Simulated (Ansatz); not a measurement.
One change: `C[N]=[W](=[O])([OH])[O]C` becomes `C[N]=[W](=[O])([OH])[N](C)C`.

Ansatz, PBE0-D4/def2-TZVP geometries, multiplicity 1. Each molecule was computed in one conformer, which needn't be the lowest.

Elements past krypton have def2 core potentials.

| property | `C[N]=[W](=[O])([OH])[O]C` |
| --- | --- |
| HOMO energy (PBE0/def2-TZVPP) / eV | -7.42 |
| HOMO–LUMO gap (PBE/def2-TZVPP) / eV | 4.63 |
| HOMO energy (PBE/def2-TZVPP) / eV | -6.05 |
| LUMO energy (PBE0/def2-TZVPP) / eV | -0.64 |
| HOMO–LUMO gap (B3LYP/def2-TZVPP) / eV | 6.32 |
| LUMO energy (ωB97M-V/def2-TZVPP) / eV | 1.23 |

(1) Give the same properties after the change, and the shifts. (An estimate is asked.)

Results:

(1) Ansatz gave: 
```csv
property,`C[N]=[W](=[O])([OH])[N](C)C`,shift
HOMO energy (PBE0/def2-TZVPP) / eV,-6.83,0.59
HOMO–LUMO gap (PBE/def2-TZVPP) / eV,4.20,-0.43
HOMO energy (PBE/def2-TZVPP) / eV,-5.54,0.51
LUMO energy (PBE0/def2-TZVPP) / eV,-0.52,0.12
HOMO–LUMO gap (B3LYP/def2-TZVPP) / eV,5.88,-0.44
LUMO energy (ωB97M-V/def2-TZVPP) / eV,1.37,0.14
```

With PBE0 the HOMO rises by 0.59 eV and the LUMO rises by 0.12 eV, so the gap narrows by about 0.47 eV. PBE moves the HOMO by 0.51 eV and ωB97M-V by 0.61 eV.

B3LYP here is the variant with VWN-RPA as its local correlation; programs differ in this.
